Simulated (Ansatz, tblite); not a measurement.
Cost and result up the ladder for LaBr₃ (4 atoms). Total charge 0; singlet. Geometry: PBE0-D4/def2-SVP.

```csv
atom,x (Å),y (Å),z (Å)
La1,0.182,0.053,-0.248
Br2,-1.382,2.317,-0.385
Br3,2.138,-0.039,1.689
Br4,-0.938,-2.331,-1.055
```

Ansatz on 4 threads of Arm Neoverse V1 on a shared host; xTB runs through tblite on one thread. Times are rough, summed over both states, and most runs start from the orbitals of an earlier one. PBE0-D4/def2-TZVP serves as the yardstick here, not as an exact answer. The other state is a doublet.

In the def2 sets La takes a core potential; there is no spin–orbit coupling. The xTB rows come from tblite. HOMO above LUMO, or a gap near zero within one spin, warns that the state may not be the lowest or that an electron is smeared out.

Raw xTB energies of ions are shifted by several eV.

```
                            level  functions  wall time
                         GFN2-xTB         36    0.014 s
                         GFN1-xTB         36    0.028 s
                 PBE-D4/def2-TZVP        184       13 s
                PBE0-D4/def2-TZVP        184       20 s
r2SCAN-D4/def2-TZVP (with forces)        184       31 s
```

Question: Estimate what each level gives for the vertical IE (eV).

Answer: 
| level | vertical IE (eV) | difference from PBE0-D4/def2-TZVP (eV) | remarks |
| --- | --- | --- | --- |
| GFN2-xTB | 14.39 | 4.34 | – |
| GFN1-xTB | 13.72 | 3.66 | – |
| PBE-D4/def2-TZVP | 9.51 | -0.55 | gap within one spin near zero (+1 doublet) |
| PBE0-D4/def2-TZVP | 10.06 | 0.00 | – |
| r2SCAN-D4/def2-TZVP (with forces) | 9.79 | -0.26 | gap within one spin near zero (+1 doublet) |
